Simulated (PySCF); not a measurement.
# Löwdin shares of the frontier orbitals

C3H11ClGeSi.
Atom-mapped SMILES: `[CH3:1][CH2:2][CH2:3][Si@@H:4]([Cl:5])[GeH3:6]` (hydrogens: H7, H8, H9 on C1; H10, H11 on C2; H12, H13 on C3; H14 on Si4; H15, H16, H17 on Ge6)

Geometry (GFN2-xTB, Å), atoms numbered from 1 in this order:
```
atom  x, y, z in Å
C1    -2.4258    0.8575    0.0786
C2    -0.9576    0.5766    0.3717
C3    -0.6031   -0.8944    0.1734
Si4    1.2537   -1.2151    0.4500
Cl5    1.7203   -3.0697   -0.2115
Ge6    2.5026    0.3701   -0.7360
H7    -3.0648    0.2659    0.7309
H8    -2.6629    0.6061   -0.9530
H9    -2.6545    1.9090    0.2366
H10   -0.7293    0.8704    1.3989
H11   -0.3371    1.1888   -0.2928
H12   -1.2034   -1.5044    0.8513
H13   -0.8828   -1.1915   -0.8410
H14    1.5603   -1.1810    1.8837
H15    3.9487    0.0451   -0.9437
H16    2.0012    0.6572   -2.1199
H17    2.5275    1.7215   -0.0871
```

Method: TDDFT B3LYP/def2-SVPD, vertical, gas phase, core orbitals frozen in the response (PySCF 2.14.0, density-fitted response routines). The B3LYP/def2-SVPD calculation is non-relativistic and has no spin–orbit coupling, an omission that weighs most on germanium.

Kohn–Sham orbitals with the atoms that hold most of them (Löwdin shares over 4%, at most four atoms; ? is withheld):

| orbital | ε (eV) | atoms |
| --- | --- | --- |
| HOMO-3 | -9.29 | Ge6 38%, H16 23%, H17 20%, Cl5 7% |
| HOMO-2 | -9.20 | Ge6 33%, H15 26%, H17 9%, Cl5 8% |
| HOMO-1 | -8.34 | Cl5 36%, Si4 18%, C3 13%, H14 12% |
| HOMO | ? | ? |
| LUMO | -0.31 | ? |
| LUMO+1 | -0.11 | Si4 26%, Ge6 22%, H14 11%, H16 11% |
| LUMO+2 | 0.05 | Ge6 35%, H15 11%, H17 9%, H16 8% |

Which atoms hold the LUMO, and with what shares?

Si4 (bonded to C, Cl, Ge and H) 27%; Cl5 (bonded to Si) 23%; Ge6 (bonded to Si and 3 H) 20%; H14 (bonded to Si) 7%.

Which atoms hold the HOMO, and with what shares?

Cl5 (bonded to Si) 25%; Ge6 (bonded to Si and 3 H) 22%; Si4 (bonded to C, Cl, Ge and H) 20%; C3 (bonded to C, Si and 2 H) 13%.

What is the HOMO energy, and the HOMO–LUMO gap?

ε(HOMO) = -7.82 eV; the gap is 7.51 eV (0.2761 hartree).

The HOMO–LUMO gap is 7.51 eV. Where does the response calculation put the lowest singlet, and from which orbitals?

S1 is at 6.53 eV (f = 0.012), 0.98 eV below the gap, made of HOMO→LUMO (97%). 

One configuration dominates each of S1, S2, S3 and S5. Which, and how do the shares of the two leading atoms of either orbital change from the occupied to the empty one?

- S1 (6.53 eV, f 0.012), HOMO→LUMO (97%): Cl5 25% → 23%, Ge6 22% → 20%, Si4 20% → 27%
- S2 (6.87 eV, f 0.033), HOMO→LUMO+1 (94%): Cl5 25% → at most 12%, Ge6 22% → 22%, Si4 20% → 26%
- S3 (6.98 eV, f 0.0099), HOMO-1→LUMO (98%): Cl5 36% → 23%, Si4 18% → 27%
- S5 (7.33 eV, f 0.022), HOMO-1→LUMO+1 (87%): Cl5 36% → at most 12%, Si4 18% → 26%, Ge6 at most 13% → 22%

The run took 62 s wall (grids of density and orbitals included) on one thread of an Arm Neoverse V1, shared host with 32 logical CPUs at a one-minute load of 15, and the process peaked at 0.94 GiB of memory.

One conformer stands for the species.
